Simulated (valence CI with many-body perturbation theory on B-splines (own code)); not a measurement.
**E1 transitions of Tl⁶⁶⁺**

Method: relativistic CI+MBPT: five valence electrons over a frozen Dirac-Fock core [Ne], radial functions for each j: 9 s, 9 p, 8 d, 6 f, 3 g, 1 h, with the one-electron correlation potential Σ1, the two-electron term Σ2, the three-electron term Σ3, Breit, model QED; selected CI, second order for the rest (own B-spline code, finite nucleus).

The last digits are not significant, and no measured levels were compared; by estimate large intervals hold to a few tenths of a per cent, small ones and those within an open d or f shell to about a per cent. Among the levels kept, up to 620 cm⁻¹ of a level comes from second order outside the variational space, and about a tenth of that is noise between levels of different J, which matters for small intervals.

Lines 101 to 150 of 215 in falling wavelength, among levels below 1249.2 eV, chosen from the strongest by gf and those to the six lowest levels. Wavelengths and rates use the calculated energies. Electric multipoles are in the length gauge, E1 and E2 with the static RPA response of the core. Weak lines are less certain than strong ones. Lines between different terms over intervals too small for the method are left out, as are lines whose strength nearly cancels. The highest levels of a list are the least certain.

Levels are named by their leading jj configuration (3d3/2^4 stands for four electrons in 3d with j = 3/2), which in mixed levels can hold well under half, so a name can repeat and another be missing. Letters in brackets count levels of one name in rising energy.

```tsv
λ vac (nm)	Upper	Lower	A (s⁻¹)	S (a.u.) with core polarisation	S without
4.207	(3s 3p1/2^2 3p3/2 3d5/2) J=3/2 [a]	(3s^2 3p1/2 3p3/2 3d3/2) J=3/2 [b]	5.65e+09	8.30e-04	8.38e-04
4.100	(3s^2 3p1/2 3p3/2 3d3/2) J=5/2 [b]	(3s^2 3p1/2 3p3/2^2) J=3/2	2.53e+08	5.17e-05	5.21e-05
4.079	(3s^2 3p1/2 3p3/2 3d3/2) J=3/2 [b]	(3s^2 3p1/2 3p3/2^2) J=5/2	3.14e+09	4.21e-04	4.29e-04
4.067	(3s 3p1/2^2 3p3/2 3d5/2) J=7/2 [a]	(3s^2 3p1/2 3p3/2 3d3/2) J=5/2 [b]	4.02e+09	1.07e-03	1.08e-03
4.043	(3s^2 3p1/2 3p3/2^2) J=1/2	(3s^2 3p1/2^2 3d3/2) J=3/2	1.27e+07	8.25e-07	8.41e-07
3.941	(3s^2 3p1/2 3d3/2 3d5/2) J=7/2 [b]	(3s^2 3p1/2 3p3/2 3d5/2) J=5/2 [a]	2.75e+09	6.65e-04	6.72e-04
3.935	(3s^2 3p1/2 3p3/2 3d3/2) J=1/2 [b]	(3s^2 3p1/2 3p3/2^2) J=3/2	1.13e+10	6.82e-04	6.91e-04
3.913	(3s^2 3p1/2 3p3/2 3d3/2) J=3/2 [b]	(3s^2 3p1/2 3p3/2^2) J=3/2	2.45e+08	2.89e-05	2.97e-05
3.886	(3s^2 3p1/2 3d3/2 3d5/2) J=7/2 [b]	(3s^2 3p1/2 3p3/2 3d5/2) J=9/2	2.83e+09	6.56e-04	6.67e-04
3.852	(3s 3p1/2^2 3p3/2 3d5/2) J=1/2	(3s^2 3p1/2 3p3/2 3d3/2) J=1/2 [b]	1.44e+10	8.10e-04	8.18e-04
3.835	(3s 3p1/2^2 3p3/2 3d5/2) J=7/2 [b]	(3s^2 3p1/2 3p3/2 3d3/2) J=5/2 [b]	6.47e+09	1.44e-03	1.46e-03
3.822	(3s 3p1/2^2 3p3/2 3d5/2) J=5/2 [b]	(3s^2 3p1/2 3p3/2 3d3/2) J=3/2 [b]	4.07e+09	6.73e-04	6.79e-04
3.719	(3s^2 3p1/2 3d3/2 3d5/2) J=7/2 [b]	(3s^2 3p1/2 3p3/2 3d5/2) J=7/2 [a]	9.07e+09	1.84e-03	1.86e-03
3.616	(3s^2 3p1/2 3d3/2 3d5/2) J=5/2 [a]	(3s^2 3p1/2 3p3/2 3d3/2) J=3/2 [b]	6.31e+09	8.84e-04	8.95e-04
3.521	(3s 3p1/2^2 3p3/2 3d5/2) J=3/2 [a]	(3s^2 3p1/2 3p3/2 3d3/2) J=3/2 [a]	7.84e+09	6.75e-04	6.83e-04
3.412	(3s^2 3p1/2 3p3/2 3d5/2) J=3/2 [a]	(3s^2 3p1/2 3p3/2^2) J=1/2	3.06e+09	2.40e-04	2.43e-04
3.389	(3s^2 3p1/2 3p3/2 3d5/2) J=7/2 [a]	(3s^2 3p1/2 3p3/2^2) J=5/2	1.57e+09	2.42e-04	2.44e-04
3.315	(3s 3p1/2^2 3p3/2 3d5/2) J=3/2 [a]	(3s 3p1/2^2 3p3/2^2) J=1/2	2.97e+10	2.14e-03	2.16e-03
3.283	(3s 3p1/2^2 3p3/2 3d5/2) J=3/2 [a]	(3s 3p1/2^2 3p3/2^2) J=3/2	1.18e+11	8.25e-03	8.34e-03
3.256	(3s^2 3p1/2 3p3/2 3d5/2) J=3/2 [a]	(3s^2 3p1/2 3p3/2^2) J=5/2	3.39e+10	2.31e-03	2.34e-03
3.247	(3s 3p1/2^2 3p3/2 3d5/2) J=5/2 [b]	(3s^2 3p1/2 3p3/2 3d3/2) J=3/2 [a]	1.90e+10	1.92e-03	1.94e-03
3.224	(3s^2 3p1/2 3p3/2 3d5/2) J=5/2 [a]	(3s^2 3p1/2 3p3/2^2) J=5/2	1.65e+11	1.64e-02	1.66e-02
3.208	(3s 3p1/2^2 3p3/2 3d5/2) J=5/2 [b]	(3s^2 3p1/2 3p3/2 3d3/2) J=5/2 [a]	8.64e+09	8.45e-04	8.55e-04
3.207	(3s^2 3p1/2 3d3/2 3d5/2) J=7/2 [a]	(3s^2 3p1/2 3p3/2 3d3/2) J=7/2	8.93e+10	1.16e-02	1.18e-02
3.169	(3s^2 3p1/2 3d3/2 3d5/2) J=5/2 [a]	(3s^2 3p1/2 3p3/2 3d3/2) J=7/2	2.74e+10	2.58e-03	2.61e-03
3.167	(3s^2 3p1/2 3d3/2 3d5/2) J=5/2 [b]	(3s^2 3p1/2 3p3/2 3d3/2) J=3/2 [b]	3.58e+11	3.37e-02	3.40e-02
3.150	(3s^2 3p1/2 3p3/2 3d5/2) J=3/2 [a]	(3s^2 3p1/2 3p3/2^2) J=3/2	2.64e+11	1.63e-02	1.65e-02
3.122	(3s 3p1/2^2 3p3/2 3d5/2) J=5/2 [a]	(3s 3p1/2^2 3p3/2^2) J=5/2	2.83e+11	2.55e-02	2.58e-02
3.121	(3s^2 3p1/2^2 3d5/2) J=5/2	(3s^2 3p1/2^2 3p3/2) J=3/2	3.93e+11	3.54e-02	3.58e-02
3.119	(3s^2 3p1/2 3p3/2 3d5/2) J=5/2 [a]	(3s^2 3p1/2 3p3/2^2) J=3/2	9.80e+10	8.81e-03	8.91e-03
3.105	(3s 3p1/2^2 3p3/2 3d5/2) J=1/2	(3s 3p1/2^2 3p3/2^2) J=1/2	4.47e+11	1.32e-02	1.34e-02
3.098	(3s^2 3p1/2 3p3/2 3d5/2) J=3/2 [b]	(3s^2 3p1/2 3p3/2^2) J=1/2	4.15e+11	2.44e-02	2.46e-02
3.098	(3s^2 3p1/2 3d3/2 3d5/2) J=5/2 [a]	(3s^2 3p1/2 3p3/2 3d3/2) J=3/2 [a]	2.65e+11	2.33e-02	2.36e-02
3.097	(3s^2 3p1/2 3d3/2 3d5/2) J=7/2 [a]	(3s^2 3p1/2 3p3/2 3d3/2) J=5/2 [a]	3.44e+11	4.03e-02	4.08e-02
3.082	(3s^2 3p1/2 3d3/2 3d5/2) J=9/2	(3s^2 3p1/2 3p3/2 3d3/2) J=7/2	4.43e+11	6.40e-02	6.48e-02
3.077	(3s 3p1/2^2 3p3/2 3d5/2) J=1/2	(3s 3p1/2^2 3p3/2^2) J=3/2	3.56e+10	1.02e-03	1.04e-03
3.067	(3s^2 3p1/2 3p3/2 3d5/2) J=1/2	(3s^2 3p1/2 3p3/2^2) J=1/2	6.06e+11	1.73e-02	1.75e-02
3.062	(3s^2 3p1/2 3d3/2 3d5/2) J=5/2 [a]	(3s^2 3p1/2 3p3/2 3d3/2) J=5/2 [a]	2.13e+11	1.81e-02	1.83e-02
3.062	(3s 3p1/2^2 3p3/2 3d5/2) J=7/2 [a]	(3s 3p1/2^2 3p3/2^2) J=5/2	4.43e+11	5.02e-02	5.07e-02
3.060	(3s^2 3p1/2 3p3/2 3d5/2) J=5/2 [b]	(3s^2 3p1/2 3p3/2^2) J=5/2	1.82e+11	1.54e-02	1.56e-02
3.054	(3s^2 3p1/2 3d3/2 3d5/2) J=5/2 [b]	(3s^2 3p1/2 3p3/2 3d3/2) J=5/2 [b]	5.42e+10	4.58e-03	4.63e-03
3.052	(3s 3p1/2^2 3p3/2 3d5/2) J=3/2 [b]	(3s 3p1/2^2 3p3/2^2) J=1/2	3.35e+11	1.88e-02	1.90e-02
3.045	(3s^2 3p1/2 3d3/2 3d5/2) J=3/2	(3s^2 3p1/2 3p3/2 3d3/2) J=3/2 [a]	3.07e+11	1.71e-02	1.73e-02
3.044	(3s 3p1/2^2 3p3/2 3d5/2) J=5/2 [b]	(3s 3p1/2^2 3p3/2^2) J=3/2	6.50e+11	5.43e-02	5.49e-02
3.040	(3s^2 3p1/2 3p3/2 3d5/2) J=7/2 [b]	(3s^2 3p1/2 3p3/2^2) J=5/2	7.45e+11	8.27e-02	8.36e-02
3.039	(3s^2 3p1/2 3d3/2 3d5/2) J=3/2	(3s^2 3p1/2 3p3/2 3d3/2) J=1/2 [a]	1.90e+11	1.05e-02	1.06e-02
3.029	(3s 3p1/2^2 3p3/2 3d5/2) J=3/2 [a]	(3s 3p1/2^2 3p3/2^2) J=5/2	7.49e+10	4.11e-03	4.16e-03
3.026	(3s^2 3p1/2 3d3/2 3d5/2) J=7/2 [b]	(3s^2 3p1/2 3p3/2 3d3/2) J=5/2 [b]	5.12e+11	5.61e-02	5.67e-02
3.025	(3s 3p1/2^2 3p3/2 3d5/2) J=3/2 [b]	(3s 3p1/2^2 3p3/2^2) J=3/2	5.18e+10	2.83e-03	2.86e-03
3.022	(3s^2 3p1/2 3d3/2 3d5/2) J=1/2	(3s^2 3p1/2 3p3/2 3d3/2) J=3/2 [a]	1.28e+11	3.50e-03	3.54e-03
```
